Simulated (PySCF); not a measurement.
CF2GaNO. Atoms are numbered in the order given.

```xyz
6

Ga     0.0049     0.6662     0.0000
F      1.2671     1.8578     0.0000
F     -1.6417     1.2265     0.0000
N      0.4212    -1.0815     0.0000
C      0.1379    -2.2587     0.0000
O     -0.0693    -3.4110     0.0000
```
Charge 0, spin multiplicity 1.

Geometry: TPSSh-D3(BJ)/def2-SVP. The structure was generated by enumeration; whether it is a known compound was not checked. The values are those of a single conformer.

Calculation: M06-2X/def2-TZVP in PySCF.

ESP charges are fitted to the potential on shells at 1.4 to 2.0 van der Waals radii. Atomic charges (e):

| atom | ESP fit | meta-Löwdin | Löwdin |
|---|---|---|---|
| Ga1 | 1.32 | 1.32 | 0.31 |
| F2 | -0.45 | -0.50 | -0.10 |
| F3 | -0.47 | -0.50 | -0.11 |
| N4 | -0.69 | -0.50 | ___ |
| C5 | 0.63 | 0.54 | ___ |
| O6 | -0.35 | -0.35 | ___ |

Question: What belongs in the gaps? (Estimate from the structure and the level; the computed values follow.)

Answer: 
- N4, Löwdin: 0.02
- C5, Löwdin: -0.31
- O6, Löwdin: 0.19
